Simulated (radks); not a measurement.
Results of a calculation; reference values are marked as such.
How relativity changes the ionisation of the tellurium ion Te+ ([Kr] 4d10 5s2 5p3) to Te2+ ([Kr] 4d10 5s2 5p2). Spin-unpolarised spherical Kohn-Sham, PBE, point nucleus unless stated (finite: rms radius 4.7423 fm), a radial shooting solver on a logarithmic mesh with Libxc functionals. A level marked "c x" has the speed of light scaled by that factor and shares open shells by 2j + 1; other Dirac levels either fill j = l - 1/2 first or share by 2j + 1.

level,E(Te+) (hartree),E(Te2+) (hartree),IE (eV),HOMO,<r> HOMO (bohr)
non-rel.,-6613.40910,-6612.75096,17.909,5p,2.502
scalar-rel.,-6794.12412,-6793.46539,17.925,5p,2.482
"scalar-rel., finite nucleus",-6793.91553,-6793.25679,17.925,5p,2.482
"Dirac, 2j+1 shares",-6796.44479,-6795.78517,17.949,5p3/2,2.514
"Dirac, low j first",-6796.47875,-6795.83745,17.451,5p3/2,2.521
"Dirac, 2j+1 shares, finite nucleus",-6796.23552,-6795.57589,17.950,5p3/2,2.514
"Dirac, c x 2",-6656.73521,-6656.07678,17.917,5p3/2,2.505
"Dirac, c x 10",-6615.11380,-6614.45565,17.909,5p3/2,2.502
"Dirac, c x 100",-6613.42614,-6612.76800,17.909,5p3/2,2.502

NIST Atomic Spectra Database: 18.6 eV (measured). The relativistic part of the total energy of Te+ is -182.8 hartree (Dirac, 2j+1 shares, finite nucleus), 2.8 % of the non-relativistic value. Spin polarisation and multiplet splitting of open shells are left out at every level.

Beside tabulated values, note that relativity, absent from the non-relativistic runs, is large for the heavy elements, and spin-unpolarised runs miss the spin-polarisation part of the exchange energy of open shells.
